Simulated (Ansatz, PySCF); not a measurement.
Dimer: H2O (SMILES O) (first 3 atoms) with CHN (SMILES C#N); geometry from B3LYP-D3(BJ)/def2-TZVP, rigid monomers moved along the line of their centres of mass till H3···N5 is 1.90 Å.
(charge 0, multiplicity 1):
```tsv
atom	x (Å)	y (Å)	z (Å)
O	-0.1430	0.0652	-0.6573
H	0.7913	-0.0607	-0.8478
H	-0.2007	0.0722	0.3079
C	-0.2726	0.0785	3.3437
N	-0.1324	0.0609	2.2080
H	-0.4043	0.0950	4.4025
```

Interaction energies are E(AB) − E(A) − E(B) at the monomers' geometry in the complex; basis-set methods are counterpoise corrected.

Cores are frozen in the correlated methods. CBS: X⁻³ extrapolation of the correlation energy, Hartree–Fock from the larger set.

Run with Ansatz (Gaussian orbitals); PySCF for the dispersion terms. Values without a source in brackets are computed.

PBE/def2-TZVPPD gives -3.31 kcal/mol for the interaction energy.

Task: Where do these levels fall relative to PBE: PBE-D3(BJ)/def2-TZVPPD, r2SCAN/def2-TZVPPD, B3LYP/def2-TZVPPD, wB97M-V/def2-TZVPPD, MP2/CBS(aug-cc-pVDZ, aug-cc-pVTZ), CCSD(T)/CBS(aug-cc-pVDZ, aug-cc-pVTZ).

Result: PBE-D3(BJ)/def2-TZVPPD -0.50; r2SCAN/def2-TZVPPD 0.21; B3LYP/def2-TZVPPD 0.59; wB97M-V/def2-TZVPPD 0.16; MP2/CBS(aug-cc-pVDZ, aug-cc-pVTZ) -0.17; CCSD(T)/CBS(aug-cc-pVDZ, aug-cc-pVTZ) 0.02 kcal/mol. 4 of 6 lie above PBE; the widest gap is to B3LYP/def2-TZVPPD.

Ansatz is an electronic-structure program.
